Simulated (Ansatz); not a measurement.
Ansatz (a program for electronic structure) input (CCSD(T)/def2-SVPD):

Ansatz 0.2 input:
```yaml
crystal:
  periodic: [false, false, false]
  atoms:
    - {symbol: Sb, position_ang: [0.00108767, 0.04563180, 0.00046138]}
    - {symbol: H, position_ang: [-1.24162337, -1.13465111, -0.01431337]}
    - {symbol: H, position_ang: [1.18615228, -1.19257051, -0.00921681]}
basis:
  gaussian:
    orbitals: def2-SVPD
total_charge: 1
magnetization: {spin_polarized: false}
correlation: {method: ccsd_t, electrons: outside_noble_gas}
output: {forces: true}
```

End of the output:

```
integrals: 0.02 GiB planned
573 factors; integrals over basis functions are off by at most 3.8e-4 eV
mean field: 0.09 GiB planned
mean field evaluation 1: about -6533.0055 eV, gradient 7.0e0 eV
mean field evaluation 2: about -6533.0080 eV, gradient 7.0e0 eV
mean field evaluation 4: about -6533.2495 eV, gradient 3.2e-1 eV
mean field evaluation 8: about -6533.2505 eV, gradient 1.6e-4 eV
mean field evaluation 16: about -6533.2505 eV, gradient 8.7e-7 eV
mean field -6533.25046261 eV, -240.0925261048 hartree, gradient 8.7e-7 eV, S^2 0.000000; 0 other end points of the search recorded, 0 dependent functions left out; unrestricted orbitals would lower it
9 core orbitals not correlated
reference -6533.25046261 eV, -240.0925261048 hartree; 3, 3 occupied and 36, 36 virtual orbitals, 573 factors
densities: 0.09 GiB planned
second order -2.22016073 eV of doubles, -0.00000000 eV of singles
coupled cluster: 0.08 GiB planned
cycle   1  -2.68914819 eV  change   -4.7e-1 eV  update   6.1e-2
cycle   2  -2.90725111 eV  change   -2.2e-1 eV  update   2.6e-2
cycle   3  -2.91557441 eV  change   -8.3e-3 eV  update   6.7e-3
cycle   4  -2.91663803 eV  change   -1.1e-3 eV  update   1.9e-3
cycle   5  -2.91647061 eV  change    1.7e-4 eV  update   6.8e-4
cycle   6  -2.91627855 eV  change    1.9e-4 eV  update   2.1e-4
cycle   7  -2.91636680 eV  change   -8.8e-5 eV  update   6.7e-5
cycle   8  -2.91634925 eV  change    1.8e-5 eV  update   2.1e-5
cycle   9  -2.91634201 eV  change    7.2e-6 eV  update   7.1e-6
cycle  10  -2.91634605 eV  change   -4.0e-6 eV  update   1.6e-6
perturbative correction -0.05639788 eV, -0.0020725840 hartree
the calculation of the forces begins
Total energy: -6536.22320654 eV, -240.2017724292 hartree
Atom 0 at     0.001088     0.045632     0.000461 Å, force     0.002229     0.093536     0.000946 eV/Å
Atom 1 at    -1.241623    -1.134651    -0.014313 Å, force    -0.070143    -0.045121    -0.000618 eV/Å
Atom 2 at     1.186152    -1.192571    -0.009217 Å, force     0.067914    -0.048415    -0.000328 eV/Å
Dipole moment:    -0.001642    -0.068880    -0.000696 e Å
```
